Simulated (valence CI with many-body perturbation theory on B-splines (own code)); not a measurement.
## E1 line list for Cs²⁴⁺

Method: configuration interaction combined with many-body perturbation theory (CI+MBPT): three valence electrons over a frozen Dirac-Fock core [Ar] 3d10, radial functions for each j: 11 s, 11 p, 9 d, 7 f, 5 g, 2 h, 1 i, with the one-electron correlation potential Σ1 (screened to all orders), the two-electron term Σ2, the three-electron term Σ3, Breit, model QED; selected single and double excitations, second order for the rest (own B-spline code, finite nucleus).

No measured levels were compared; by estimate levels hold to about 250 cm⁻¹ or 0.2 % of their energy and the worst to 1 %, as in measured heavy ions of charge 2 to 7; those with d or f electrons hold less well.

Lines 101 to 150 of 271 in falling wavelength, among levels below 2141200 cm⁻¹, chosen from the strongest by gf and those to the six lowest levels. Wavelengths and rates use the calculated energies, so an error of 2000 cm⁻¹ moves a line at 15.25 nm by 0.31 % and its rate by three times that or more. Electric multipoles are in the length gauge, E1 and E2 with the static RPA response of the core. Weak lines are less certain than strong ones. Lines between different terms over intervals too small for the method are left out, as are lines whose strength nearly cancels. Where a level lies close to another of its J and parity, the split of strength between their lines is uncertain. The highest levels of a list are the least certain.

Levels are named by their leading jj configuration (3d3/2^4 stands for four electrons in 3d with j = 3/2), which in mixed levels can hold well under half, so a name can repeat and another be missing. Letters in brackets count levels of one name in rising energy.

```
λ vac (nm)                          Upper                       Lower   A (s⁻¹)  log gf  Branch %
     15.25             (4s 4p3/2^2) J=3/2          (4s^2 4p3/2) J=3/2  1.28e+11    0.25      78.6
     15.23          (4p1/2 4p3/2^2) J=3/2  (4s 4p1/2 4p3/2) J=3/2 [a]  4.35e+10   -0.22      42.0
     15.22                (4p3/2^3) J=3/2          (4s 4p3/2^2) J=5/2  3.64e+10   -0.30      32.9
     15.17     (4s 4p3/2 4d5/2) J=5/2 [b]          (4s^2 4d5/2) J=5/2  7.94e+10    0.22      21.5
     15.13  (4p1/2 4p3/2 4d5/2) J=3/2 [a]      (4s 4p1/2 4d3/2) J=5/2  1.30e+10   -0.75       8.9
     15.10          (4p1/2 4p3/2^2) J=5/2  (4s 4p1/2 4p3/2) J=3/2 [a]  2.49e+08   -2.29       0.6
     15.09  (4p1/2 4p3/2 4d5/2) J=5/2 [a]      (4s 4p1/2 4d3/2) J=5/2  2.34e+10   -0.32      16.8
     14.95  (4p1/2 4p3/2 4d5/2) J=5/2 [c]  (4s 4p1/2 4d5/2) J=5/2 [a]  9.05e+09   -0.74       3.4
     14.74     (4s 4p3/2 4d5/2) J=3/2 [b]          (4s^2 4d3/2) J=3/2  5.66e+10   -0.13      18.3
     14.72     (4s 4p3/2 4d5/2) J=3/2 [c]          (4s^2 4d3/2) J=3/2  3.67e+10   -0.32      11.0
     14.56     (4s 4p1/2 4d3/2) J=3/2 [a]      (4s 4p1/2 4p3/2) J=5/2  2.86e+08   -2.44       1.9
     14.44     (4s 4p3/2 4d5/2) J=3/2 [a]          (4s 4p3/2^2) J=3/2  2.52e+10   -0.50       9.5
     14.33  (4p1/2 4p3/2 4d3/2) J=3/2 [a]       (4p1/2 4p3/2^2) J=5/2  2.43e+10   -0.52      25.2
     14.19     (4s 4p1/2 4d5/2) J=5/2 [a]  (4s 4p1/2 4p3/2) J=3/2 [b]  1.82e+09   -1.48       1.2
     14.11         (4s 4p1/2 4f7/2) J=9/2      (4s 4p3/2 4d5/2) J=9/2  1.74e+10   -0.28      14.4
     14.10     (4s 4p1/2 4d3/2) J=3/2 [b]  (4s 4p1/2 4p3/2) J=3/2 [b]  6.32e+09   -1.12       2.8
     14.02         (4s 4p1/2 4d3/2) J=5/2      (4s 4p1/2 4p3/2) J=5/2  1.59e+10   -0.55      60.8
     14.02         (4s 4p1/2 4d3/2) J=1/2  (4s 4p1/2 4p3/2) J=3/2 [b]  3.54e+08   -2.68       0.1
     13.83     (4s 4p1/2 4d3/2) J=3/2 [a]  (4s 4p1/2 4p3/2) J=3/2 [a]  7.07e+09   -1.09      45.7
     13.79          (4p1/2 4p3/2^2) J=1/2  (4s 4p1/2 4p3/2) J=3/2 [a]  1.19e+09   -2.17       1.2
     13.47         (4s 4p3/2 4d3/2) J=3/2          (4s 4p3/2^2) J=5/2  2.22e+10   -0.62      10.1
     13.46     (4s 4p3/2 4d5/2) J=7/2 [a]          (4s 4p3/2^2) J=5/2  1.87e+10   -0.39       8.3
     13.45                (4p3/2^3) J=3/2  (4s 4p1/2 4p3/2) J=3/2 [b]  1.04e+10   -0.95       9.4
     13.40          (4p1/2^2 4d5/2) J=5/2       (4p1/2^2 4p3/2) J=3/2  2.99e+10   -0.32      40.2
     13.34         (4s 4p1/2 4d3/2) J=5/2  (4s 4p1/2 4p3/2) J=3/2 [a]  6.81e+09   -0.96      26.0
     13.33  (4p1/2 4p3/2 4d5/2) J=5/2 [a]       (4p1/2 4p3/2^2) J=5/2  1.30e+10   -0.68       9.3
     13.26  (4p1/2 4p3/2 4d5/2) J=3/2 [a]       (4p1/2 4p3/2^2) J=3/2  4.37e+10   -0.34      29.9
     13.24         (4s 4p1/2 4d5/2) J=3/2      (4s 4p1/2 4p3/2) J=1/2  8.49e+10   -0.05      37.5
     13.23  (4p1/2 4p3/2 4d5/2) J=5/2 [a]       (4p1/2 4p3/2^2) J=3/2  1.94e+10   -0.52      13.9
     13.16         (4s 4p1/2 4d5/2) J=7/2      (4s 4p1/2 4p3/2) J=5/2  4.00e+10   -0.08      94.6
     13.14     (4s 4p3/2 4d3/2) J=1/2 [b]          (4s 4p3/2^2) J=1/2  4.48e+10   -0.64      15.4
     13.13          (4p1/2 4p3/2^2) J=3/2          (4s 4p1/2^2) J=1/2  1.56e+10   -0.79      15.1
     13.08     (4s 4p1/2 4d5/2) J=5/2 [a]      (4s 4p1/2 4p3/2) J=5/2  3.04e+10   -0.33      19.9
     13.05     (4s 4p1/2 4d5/2) J=5/2 [b]  (4s 4p1/2 4p3/2) J=3/2 [b]  9.87e+10    0.18      87.3
     13.03  (4p1/2 4p3/2 4d5/2) J=3/2 [b]       (4p1/2 4p3/2^2) J=1/2  6.15e+10   -0.20      41.1
     13.00     (4s 4p1/2 4d3/2) J=3/2 [b]      (4s 4p1/2 4p3/2) J=5/2  4.03e+09   -1.39       1.8
     13.00             (4s^2 4d3/2) J=3/2          (4s^2 4p3/2) J=3/2  5.49e+10   -0.25      20.3
     12.95          (4p3/2^2 4d5/2) J=1/2             (4p3/2^3) J=3/2  1.44e+11   -0.14      50.1
     12.94      (4p1/2 4p3/2 4d5/2) J=1/2       (4p1/2 4p3/2^2) J=1/2  1.60e+11   -0.09      69.4
     12.93         (4s 4p3/2 4d5/2) J=1/2          (4s 4p3/2^2) J=3/2  5.22e+10   -0.58      20.5
     12.88     (4s 4p3/2 4d5/2) J=5/2 [a]          (4s 4p3/2^2) J=5/2  1.30e+11    0.29      95.7
     12.87  (4p1/2 4p3/2 4d5/2) J=7/2 [b]       (4p1/2 4p3/2^2) J=5/2  5.55e+10    0.04      57.5
     12.86  (4p1/2 4p3/2 4d5/2) J=5/2 [b]       (4p1/2 4p3/2^2) J=5/2  5.10e+10   -0.12      16.6
     12.81         (4s 4p3/2 4d5/2) J=1/2          (4s 4p3/2^2) J=1/2  1.40e+11   -0.16      54.9
     12.80  (4p1/2 4p3/2 4d3/2) J=3/2 [b]       (4p1/2 4p3/2^2) J=5/2  2.31e+10   -0.64       7.1
     12.76  (4p1/2 4p3/2 4d5/2) J=5/2 [b]       (4p1/2 4p3/2^2) J=3/2  2.65e+10   -0.41       8.6
     12.73         (4s 4p1/2 4d5/2) J=3/2  (4s 4p1/2 4p3/2) J=3/2 [b]  8.22e+10   -0.10      36.3
     12.71  (4p1/2 4p3/2 4d3/2) J=3/2 [b]       (4p1/2 4p3/2^2) J=3/2  2.34e+10   -0.64       7.2
     12.70         (4s 4p1/2 4f7/2) J=7/2  (4s 4p1/2 4d5/2) J=5/2 [a]  3.49e+10   -0.17      23.1
     12.62     (4s 4p3/2 4d5/2) J=3/2 [b]          (4s 4p3/2^2) J=3/2  1.38e+11    0.12      44.6
```
